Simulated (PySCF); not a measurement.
C3H8Se.
Geometry (PBE0-D3(BJ)/def2-SVP, Å), atoms numbered from 1 in this order:
```xyz
12
C3H8Se angstrom
C     -1.5134   -0.4287    0.3676
C     -0.7522    0.8722    0.2110
Se     0.7066    0.8157   -1.0861
C      1.8975   -0.3466   -0.0869
H     -2.3301   -0.3148    1.0995
H     -0.8626   -1.2404    0.7269
H     -1.9513   -0.7506   -0.5888
H     -0.3319    1.2179    1.1684
H     -1.4087    1.6760   -0.1564
H      1.4713   -1.3515    0.0353
H      2.8273   -0.4261   -0.6662
H      2.1270    0.0888    0.8959
```

Computed, not measured: TDDFT B3LYP/def2-SVPD, vertical, gas phase, core orbitals frozen in the response in PySCF 2.14.0, density-fitted response routines. Relativistic effects, spin–orbit coupling among them, are left out although an element past zinc is present.

Ground-to-excited transition dipoles (e·a0, same axes as the geometry; the sign carries no meaning), for the states with f of 0.002 or more among the lowest 6:

```
state  E (eV)      μx      μy      μz
   S2   5.305  -0.345  -0.353   0.013
   S3   5.429  -0.140  -0.311  -0.195
   S4   6.012   0.140  -0.152   0.314
   S5   6.306   0.125  -0.065  -0.274
   S6   6.532  -0.032   0.052   0.145
```

Problem. What oscillator strength does each state have?

Solution. f = (2/3) ΔE |μ|² with ΔE in hartree (27.2114 eV).

```tsv
state	|μ|² (au)	|μ| (D)	f
S2	0.244	1.26	0.032
S3	0.154	1.00	0.021
S4	0.141	0.96	0.021
S5	0.095	0.78	0.015
S6	0.025	0.40	0.004
```

Problem. Which bond between heavy atoms lies closest to the direction of the S2 transition dipole?

Solution. C1–C2, at 15° from it; next C2–Se3 at 59°.

Problem. What angle do the transition dipoles of S2 and S3 make?

Solution. |cos θ| = |μa·μb| / (|μa| |μb|) = 0.80, so θ ≈ 37° (taken between 0 and 90°, since the signs are arbitrary).

Problem. What peak molar absorption coefficient would the strongest computed level give as a lone Gaussian band 0.5 eV wide at half height?

Solution. ε(max) = 2.175×10⁸ f / FWHM, with the width in cm⁻¹. S2: 2.175×10⁸ × 0.0318 / 4033 ≈ 1700 L mol⁻¹ cm⁻¹.

One conformer stands for the species.
